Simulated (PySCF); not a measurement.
Vertical excitations of a molecule C₅H₁₀Si from TDA-ωB97X/def2-SVPD in PySCF 2.14.0, as energy in eV (oscillator strength): 7.19 (0.010), 7.55 (0.928), 7.70 (0.043), 8.08 (0.001), 8.08 (0.035), 8.16 (0.002). Lowest triplet (TDA): 4.43 eV. Geometry: PBE0-D3(BJ)/def2-SVP. One conformer was computed; it need not be the lowest.

Question: Identify the compound among the candidates.
A) C=C=C(C)C[SiH3]
B) C=CC1C[SiH2]C1
C) C=C[SiH](C)C=C
D) CC#C[SiH2]CC

Answer: B, C=CC1C[SiH2]C1
